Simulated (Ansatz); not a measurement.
Molecule: SiI2 (charge +1, doublet). 
Structure (B3LYP-D3(BJ)/def2-TZVP (Ansatz, an electronic-structure program) minimum search):
```xyz
3

Si     0.0472    -0.0293     0.9926
I      1.1223     1.7630    -0.1329
I     -1.1348    -1.7552    -0.1293
```
Charge +1, spin multiplicity 2.

Basis-set convergence of Hartree-Fock and CCSD correlation energies (hartree) with Ansatz. Correlated levels leave the core frozen unless marked. Open shells are spin-unrestricted. No spin-orbit coupling. The frozen core is the preceding noble-gas configuration, with the filled d and f shells of earlier blocks. In def2 rows, elements after Kr have scalar-relativistic effective core potentials.

```
basis        functions       E(HF)  E(corr, CCSD)
-----------  ---------  ----------  -------------
def2-SVPD           94  -881.89803       -0.29393
def2-TZVPPD        166         [?]            [?]
```

Question: Some entries are withheld; supply them.

Answer: 
- def2-TZVPPD, E(HF): -882.02169
- def2-TZVPPD, E(corr, CCSD): -0.38124
